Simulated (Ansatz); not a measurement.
CH₃BrSSi, SMILES `S=C[SiH2]Br`. The species carries charge 0 and has multiplicity 1.

Z-matrix (Å, degrees):
```
Si
C 1 1.877
Br 1 2.224 2 110.4
H 1 1.479 2 109.1 3 119.0
H 1 1.479 2 109.1 3 -119.1
S 2 1.609 1 117.0 3 179.0
H 2 1.092 1 122.1 3 -1.2
```

List the harmonic frequencies (cm⁻¹, unscaled) at PBE0-D4/def2-TZVP in Ansatz. (An estimate is asked.)

Ansatz gave: 28, 107, 196, 432, 480, 672, 720, 779, 829, 926, 1097, 1241, 2255, 2267, 3095.

Is this a minimum?

Yes, all 15 modes are real.

Give the ideal-gas thermochemistry at 298.15 K and 1 bar (rigid rotor, harmonic oscillator; point group Cs, symmetry number 1).

Zero-point energy 90.5 kJ/mol; H(298) − E = 108.7 kJ/mol; entropy 347.9 J/(mol·K), of which translation 171.8, rotation 116.4, vibration 59.7; G(298) − E = 5.0 kJ/mol. Modes under 100 cm⁻¹ are hindered rotations or soft bends, so the harmonic entropy is rough.

And at 400, 500, 600, 800 and 1000 K?


| T (K) | H − E (kJ/mol) | S (J/mol/K) | G − E (kJ/mol) |
| --- | --- | --- | --- |
| 400 | 118.0 | 374.8 | -31.9 |
| 500 | 128.4 | 397.8 | -70.5 |
| 600 | 139.6 | 418.2 | -111.4 |
| 800 | 163.9 | 453.1 | -198.6 |
| 1000 | 190.0 | 482.2 | -292.2 |
